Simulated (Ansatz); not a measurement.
Species: sum formula WO4H4, net charge 0, triplet state. The spin state was set by rule; other spins were not relaxed. 
Structure (B3LYP-D3(BJ)/def2-TZVP (Ansatz, a first-principles code) minimum search):
SMILES: [OH][W]([OH])([OH])[OH]
```xyz
9

W      0.0140    -0.0896     0.0271
O      1.2942    -0.1308    -1.4058
H      1.3112     0.5482    -2.0938
O      0.2199     0.6638     1.7741
H     -0.1019     1.5704     1.8863
O     -0.5183     1.7222    -0.4848
H     -0.5613     1.9273    -1.4255
O     -0.9693    -1.6926     0.0697
H     -1.8996    -1.9183     0.0040
```
Charge 0, spin multiplicity 3.

Total electronic energies in hartree. Cores are frozen in the correlated levels unless marked. Open shells are spin-unrestricted. Spin-orbit coupling is left out. The frozen core is the preceding noble-gas configuration, with the filled d and f shells of earlier blocks. In def2 rows, elements after Kr have scalar-relativistic effective core potentials. CBS marks a two-point X^-3 extrapolation of the correlation energy; Hartree-Fock from the larger set. [CCSD(T)-MP2]/basis is that difference in the basis named.

```csv
level,program,energy (Eh)
HF/def2-SVP,Ansatz,-368.03683
HF/def2-TZVPP,Ansatz,-368.44933
HF/def2-QZVPP,Ansatz,-368.46507
revPBE/def2-TZVPD,Ansatz,-370.63858
B97M-V/def2-TZVPD,Ansatz,-370.56385
B3LYP-D4/def2-TZVPD,Ansatz + dftd4,-370.69590
PBE0/def2-SVP,Ansatz,-369.93070
PBE0-D3(BJ)/def2-TZVPD,Ansatz + dftd3,-370.33123
PBE0-D4/def2-TZVPD,Ansatz + dftd4,-370.33120
PBE0/def2-TZVP,Ansatz,-370.31943
BHLYP-D4/def2-TZVPD,Ansatz + dftd4,-370.37645
r2SCANh-D4/def2-TZVPD,Ansatz + dftd4,-370.51259
r2SCAN0-D4/def2-TZVPD,Ansatz + dftd4,-370.44356
r2SCAN0/def2-TZVPD,Ansatz,-370.44172
HSE06-D3(BJ)/def2-TZVPD,Ansatz + dftd3,-370.31637
wB97M-V/def2-TZVPD,Ansatz,-370.47433
B2PLYP-D3(BJ)/def2-TZVPD,Ansatz + dftd3,-370.27595
B2PLYP/def2-TZVPD,Ansatz,-370.27009
RPA@PBE/def2-TZVPP,Ansatz,-370.13911
RPA@PBE/def2-QZVPP,Ansatz,-370.30859
MP2/def2-SVP,Ansatz,-368.94967
CCSD(T)/def2-SVP,Ansatz,-368.98921
"RI-MP2/CBS(def2-TZVPP,def2-QZVPP)+[CCSD(T)-MP2]/def2-TZVPP",Ansatz,-369.8340
```

Totals of different functionals don't rank their quality; only differences between species are comparable.
